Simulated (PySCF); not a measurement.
Highest orbital energy against ionisation energy along the second row

Calculated with PySCF 2.14, no spin-orbit coupling. Each cell gives −ε(HOMO) / ΔSCF in eV; NIST values include spin-orbit coupling, (s) semi-empirical, (t) theoretical.

| species | UHF | LDA | PBE | PBE0 | r2SCAN | NIST (lowest levels) |
| --- | --- | --- | --- | --- | --- | --- |
| Be⁺ (aug-cc-pCVDZ, non-relativistic) | 18.120 / 18.117 | 14.296 / 18.231 | 14.476 / 18.481 | 15.482 / 18.446 | 14.589 / 18.171 | 18.211 |
| B⁺ (aug-cc-pwCVDZ, non-relativistic) | 23.774 / 23.441 | 19.404 / 24.545 | 19.503 / 24.610 | 20.788 / 24.563 | 19.718 / 24.244 | 25.155 |
| C⁺ (aug-cc-pwCVDZ, non-relativistic) | 24.795 / 24.099 | 17.777 / 24.701 | 17.927 / 24.792 | 19.753 / 24.771 | 18.597 / 24.925 | 24.383 |
| N⁺ (aug-cc-pwCVDZ, non-relativistic) | 30.325 / 29.169 | 22.005 / 30.028 | 22.021 / 29.885 | 24.230 / 29.888 | 22.794 / 30.111 | 29.601 (s) |
| O⁺ (aug-cc-pwCVDZ, non-relativistic) | 36.155 / 34.530 | 26.465 / 35.574 | 26.381 / 35.275 | 28.975 / 35.295 | 27.310 / 35.469 | 35.121 |
| F⁺ (aug-cc-pwCVDZ, non-relativistic) | 35.568 / 33.329 | 26.200 / 35.281 | 26.444 / 35.410 | 29.014 / 35.227 | 27.042 / 35.079 | 34.971 |
| Ne⁺ (aug-cc-pwCVDZ, non-relativistic) | 42.110 / 39.302 | 31.320 / 41.511 | 31.295 / 41.201 | 34.275 / 41.058 | 32.110 / 41.192 | 40.963 |

Q: How far is −ε(HOMO) from ΔSCF on average for each method, and why?

A: UHF 1.27 eV; LDA -7.49 eV; PBE -7.37 eV; PBE0 -5.25 eV; r2SCAN -6.72 eV. Hartree-Fock orbital energies lack relaxation and so exceed the ΔSCF value; semilocal functionals have convex E(N) from self-interaction, so their HOMO lies far too high; exact exchange moves hybrids part of the way back.
